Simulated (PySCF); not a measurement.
## Electron correlation in Xe²⁺ (xenon, charge +2)

[Kr] 4d10 5s2 5p3 6s1, high-spin 5S determinant (an excited configuration). Calculation: PySCF 2.14, in x2c-TZVPPall with one added diffuse shell each of s, p, d, f type (9s7p5d3f, 76 functions); scalar relativity by spin-free X2C-1e. Frozen: [Kr] 4d10; 6 electrons correlated.

```csv
level,correlation energy (mhartree)
CCSD,-89.26
(T),-2.57
CCSD(T),-91.83
```

Diagnostics: T1 = 0.0061, D1 = 0.0207, largest double amplitude 0.042.

Problem. Is a single reference adequate?

Solution. Yes, within this model without spin-orbit coupling: T1 lies below 0.03 and no double amplitude reaches 0.07.
